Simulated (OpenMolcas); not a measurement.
Ru3+ among 6 point charges of -1.7 e arranged as a trigonal prism (D3h), 1.85 Å from the ion, with a polar angle of 56.5° against the regular 49.1°. The active orbitals were held to one l.

```json
{
  "Program": "OpenMolcas",
  "Method": "CASSCF",
  "Basis": "ANO-RCC-VTZP [7s6p4d2f1g]",
  "Scalar Hamiltonian": "DKH2, point nucleus",
  "Active space": "5 electrons in 5 orbitals (4d)",
  "State averaging": "2S+1 = 6 even, 1 root; 2S+1 = 4 even, 24 roots; 2S+1 = 2 even, 75 roots",
  "Spin-orbit coupling": "RASSI with atomic mean-field integrals over the reference wave functions"
}
```

(1) What is the spin-free ground state (labels of D3, the rotations of D3h)?

(2) What are the lowest two levels with spin-orbit coupling?

(3) What is χT at 300 K, and how does it compare with the textbook value?

## Answers

(1) 6A1, 1-fold in its orbital part, 100 % from free-ion S terms; it has the highest spin that d5 allows.

(2) A 2-fold level E1/2 with g = 0.00, 0.00, 10.00, then a 2-fold level E3/2 2.2 cm-1 above it. Their leading multiplicities are 6 (99 %) and 6 (99 %).

(3) The lowest level has 2S+1 = 6, for which the spin-only value is χT = S(S+1) / 2 = 4.375 cm3 K/mol (g = 2). The computed 4.373 at 300 K differs by -0.002, through a little spin-orbit mixing out of the ground term, against the free-electron g of 2.0023, which raises it.

Without dynamic correlation the repulsion within the d shell is too large (B by tens of per cent), so at a given field states of lower spin stand too high. Point charges give a weaker field than real ligands, and real ions of this kind are as a rule low spin; the high spin found here belongs to the model. This is an electrostatic model: the charges have no orbitals. An unlabelled pair can be two single states that coincide in this model. No measured value stands beside these numbers.
